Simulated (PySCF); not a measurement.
hydrogen bromide (HBr), singlet, at a GFN2-xTB geometry; CAMB3LYP/cc-pVDZ (PySCF).

The PySCF input:
```python
from pyscf import gto, scf, dft

mol = gto.Mole()
mol.atom = '''
    Br   -0.000000   -0.000000   -0.038935
    H     0.000000    0.000000    1.362726
'''
mol.basis = 'cc-pvdz'
mol.charge = 0
mol.spin = 0
mol.verbose = 4
mol.build()

mf = dft.RKS(mol)
mf.xc = 'camb3lyp'
mf.kernel()
```

The log (banner, timings and long lists left out):

```
PySCF version 2.14.0

[INPUT] verbose = 4
[INPUT] num. atoms = 2
[INPUT] num. electrons = 36
[INPUT] charge = 0
[INPUT] spin (= nelec alpha-beta = 2S) = 0
[INPUT] symmetry False subgroup None
[INPUT] Mole.unit = angstrom
[INPUT] Symbol           X                Y                Z      unit          X                Y                Z       unit  Magmom
[INPUT]  1 Br     0.000000000000   0.000000000000  -0.038935000000 AA    0.000000000000   0.000000000000  -0.073576486660 Bohr   0.0
[INPUT]  2 H      0.000000000000   0.000000000000   1.362726000000 AA    0.000000000000   0.000000000000   2.575178922824 Bohr   0.0

nuclear repulsion = 13.2137530987878
number of shells = 9
number of NR pGTOs = 84
number of NR cGTOs = 32
basis = cc-pvdz
ecp = {}

******** <class 'pyscf.dft.rks.RKS'> ********
method = RKS
initial guess = minao
damping factor = 0
level_shift factor = 0
DIIS = <class 'pyscf.scf.diis.CDIIS'>
diis_start_cycle = 1
diis_space = 8
diis_damp = 0
SCF conv_tol = 1e-09
SCF conv_tol_grad = None
SCF max_cycles = 50
direct_scf = True
direct_scf_tol = 1e-13
XC library pyscf.dft.libxc version 7.1.2
    S. Lehtola, C. Steigemann, M. J. T. Oliveira, and M. A. L. Marques,  SoftwareX 7, 1–5 (2018)
XC functionals = camb3lyp
    T. Yanai, D. P. Tew, and N. C. Handy,  Chem. Phys. Lett. 393, 51 (2004)
radial grids:
    Treutler-Ahlrichs [JCP 102, 346 (1995); DOI:10.1063/1.469408] (M4) radial grids

becke partition: Becke, JCP 88, 2547 (1988); DOI:10.1063/1.454033
pruning grids: <function nwchem_prune>
grids dens level: 3
symmetrized grids: False
atomic radii adjust function: <function treutler_atomic_radii_adjust>
small_rho_cutoff = 0
Set gradient conv threshold to 3.16228e-05
Initial guess from minao.
tot grids = 30232
init E= -2573.77406868402
  HOMO = -0.37254344603031  LUMO = 0.0119423495478808  gap/eV = 10.46239
cycle= 1 E= -2574.84036408041  delta_E= -1.07  |g|= 0.17  |ddm|= 0.934
  HOMO = -0.347189133274657  LUMO = 0.0370250368623017  gap/eV = 10.45500
cycle= 2 E= -2574.84817169151  delta_E= -0.00781  |g|= 0.11  |ddm|= 0.306
  HOMO = -0.363996005572755  LUMO = 0.0456084369242036  gap/eV = 11.14590
cycle= 3 E= -2574.85196126069  delta_E= -0.00379  |g|= 0.00628  |ddm|= 0.109
  HOMO = -0.363484829039001  LUMO = 0.0479934243841125  gap/eV = 11.19689
cycle= 4 E= -2574.85197203487  delta_E= -1.08e-05  |g|= 0.00112  |ddm|= 0.00747
  HOMO = -0.363685666407454  LUMO = 0.0479793068092778  gap/eV = 11.20197
cycle= 5 E= -2574.85197256707  delta_E= -5.32e-07  |g|= 0.000325  |ddm|= 0.00192
  HOMO = -0.363615166906481  LUMO = 0.0480213381569217  gap/eV = 11.20120
cycle= 6 E= -2574.85197259874  delta_E= -3.17e-08  |g|= 4.68e-05  |ddm|= 0.000378
  HOMO = -0.363632563176078  LUMO = 0.0480092624368249  gap/eV = 11.20134
cycle= 7 E= -2574.85197259942  delta_E= -6.8e-10  |g|= 3.68e-06  |ddm|= 6.32e-05
  HOMO = -0.36363098927606  LUMO = 0.0480104289729248  gap/eV = 11.20133
Extra cycle  E= -2574.85197259942  delta_E= -1.36e-12  |g|= 1.69e-06  |ddm|= 7.38e-06
converged SCF energy = -2574.85197259942
```
